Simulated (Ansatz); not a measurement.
Ga$_{2}$GeH$_{6}$ (`[GaH2][GaH][GeH3]`), 9 atoms. Charge 0, multiplicity 1. Correlated methods include outer-core shells of Ga, Ge, which these sets cover unevenly. Scalar relativity is left out up to krypton. All runs use 4 threads of an AMD EPYC 9R45 on a shared host. Correlated methods freeze the cores.

Q: Give the basis size and wall time and peak host memory of each of these runs in Ansatz. RKS PBE0-D4/def2-TZVP frequencies; RKS ωB97M-V/def2-SVP energy; RKS PBE0-D4/def2-TZVP relaxation (41 steps); RKS ωB97M-V/def2-QZVPP energy; RHF-CCSD(T)/def2-TZVPP energy; RKS PBE0-D4/def2-SVP energy; RKS ωB97M-V/def2-TZVPP energy and forces; direct RPA on PBE orbitals/def2-TZVPP energy; RKS PBE-D4/def2-TZVPP energy and forces; RHF-CCSD(T)/def2-SVP energy; RKS ωB97X-V/def2-TZVPP energy; RKS B3LYP-D4/def2-TZVPP energy and forces. (Best estimate.)

A: The calculation gave: Other jobs shared the machine, so times are rough.

```json
{"level": "RKS PBE0-D4/def2-SVP", "job": "energy", "functions": "126", "wall time": "0.75 s", "peak host memory (GiB)": "0.44"}
{"level": "RKS PBE-D4/def2-TZVPP", "job": "energy and forces", "functions": "228", "wall time": "0.95 s", "peak host memory (GiB)": "0.34"}
{"level": "direct RPA on PBE orbitals/def2-TZVPP", "job": "energy", "functions": "228", "wall time": "1.8 s", "peak host memory (GiB)": "0.5"}
{"level": "RKS B3LYP-D4/def2-TZVPP", "job": "energy and forces", "functions": "228", "wall time": "1.9 s", "peak host memory (GiB)": "0.87"}
{"level": "RKS ωB97M-V/def2-SVP", "job": "energy", "functions": "126", "wall time": "2.5 s", "peak host memory (GiB)": "0.51"}
{"level": "RKS ωB97X-V/def2-TZVPP", "job": "energy", "functions": "228", "wall time": "3 s", "peak host memory (GiB)": "1.1"}
{"level": "RKS ωB97M-V/def2-TZVPP", "job": "energy and forces", "functions": "228", "wall time": "4.3 s", "peak host memory (GiB)": "1.1"}
{"level": "RHF-CCSD(T)/def2-SVP", "job": "energy", "functions": "126", "wall time": "4.5 s", "peak host memory (GiB)": "0.68"}
{"level": "RKS ωB97M-V/def2-QZVPP", "job": "energy", "functions": "447", "wall time": "8.5 s", "peak host memory (GiB)": "2.6"}
{"level": "RHF-CCSD(T)/def2-TZVPP", "job": "energy", "functions": "228", "wall time": "51 s", "peak host memory (GiB)": "3.7"}
{"level": "RKS PBE0-D4/def2-TZVP", "job": "relaxation (41 steps)", "functions": "180", "wall time": "52 s", "peak host memory (GiB)": "0.68"}
{"level": "RKS PBE0-D4/def2-TZVP", "job": "frequencies", "functions": "180", "wall time": "58 s", "peak host memory (GiB)": "0.67"}
```

B3LYP here is the variant with VWN-RPA as its local correlation; programs differ in this.
